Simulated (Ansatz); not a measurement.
The same molecule with X = F, Cl, Br. Ansatz, PBE0-D4/def2-TZVP geometries, multiplicity 1. Each molecule was computed in one conformer, which needn't be the lowest.

Elements past krypton have def2 core potentials. Scalar relativity is left out up to krypton.

```tsv
X	molecule	mean X–Cd bond length / Å	size of the dipole moment (PBE/def2-TZVPP) / D	zero-point energy (PBE0-D4/def2-TZVP) / kJ/mol	HOMO energy (ωB97M-V/def2-TZVPP) / eV
Cl	`[SiH3][O][Cd][Cl]`	2.255	0.03	78.4	-10.63
Br	`[SiH3][O][Cd][Br]`	2.387	0.35	77.5	-10.53
```

Task: Give the row for X = F, `[F][Cd][O][SiH3]`. (An estimate is asked.)

Result: The calculation gave: 
```csv
X,molecule,mean X–Cd bond length / Å,size of the dipole moment (PBE/def2-TZVPP) / D,zero-point energy (PBE0-D4/def2-TZVP) / kJ/mol,HOMO energy (ωB97M-V/def2-TZVPP) / eV
F,`[F][Cd][O][SiH3]`,1.923,0.56,80.1,-10.72
```

From F to Br the mean X–Cd bond length rises at each step, by 0.464 Å in all; the zero-point energy (PBE0-D4/def2-TZVP) falls at each step, by 2.6 kJ/mol in all; the HOMO energy (ωB97M-V/def2-TZVPP) rises at each step, by 0.19 eV in all. Bonds lengthen as the atom grows down the group. Dipoles are sizes alone, and their direction can turn along the series.

Spin–orbit coupling is left out; it splits and shifts lone-pair levels of the heavy atoms by tenths of an eV.
